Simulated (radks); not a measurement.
Species: Ti. Configuration: [Ar] 3d2 4s2.

Method: non-relativistic Kohn-Sham, LDA (Slater exchange, Perdew-Wang correlation), spin-unpolarised, spherical densities, point nucleus; computed with a radial shooting solver on a logarithmic mesh with Libxc functionals.

Energy parts (eV):
| part | energy |
|---|---|
| total | -23055.372 |
| kinetic | 23022.137 |
| electron-nucleus | -54660.376 |
| Hartree | 9666.178 |
| exchange-correlation | -1083.311 |

Orbitals (lengths in bohr, moments of r in powers of bohr; <r^-3> diverges for s and p1/2):
| orbital | occ. | eigenvalue (eV) | <1/r> | <r^-3> | <r^2> |
|---|---|---|---|---|---|
| 1s | 2 | -4823.944 | 21.48 | - | 0.006634 |
| 2s | 2 | -529.4735 | 4.480 | - | 0.1276 |
| 2p | 6 | -443.1439 | 4.425 | 257.5 | 0.1047 |
| 3s | 2 | -61.4392 | 1.385 | - | 1.193 |
| 3p | 6 | -38.7163 | 1.262 | 29.87 | 1.403 |
| 3d | 2 | -4.6235 | 0.8733 | 1.970 | 3.459 |
| 4s | 2 | -4.5487 | 0.3714 | - | 14.21 |

The highest occupied level is 4s at -4.549 eV. The electron density at the nucleus is 7102 e/bohr^3. For comparison, the ionisation energy in NIST's Atomic Spectra Database is 6.828 eV (measured). In exact Kohn-Sham theory the highest level is minus the ionisation energy, but local and semilocal functionals leave it too shallow, through self-interaction and a potential that decays too fast; potentials with the right tail come closer.

Beside tabulated values, note that spin-unpolarised runs miss the spin-polarisation part of the exchange energy of open shells.
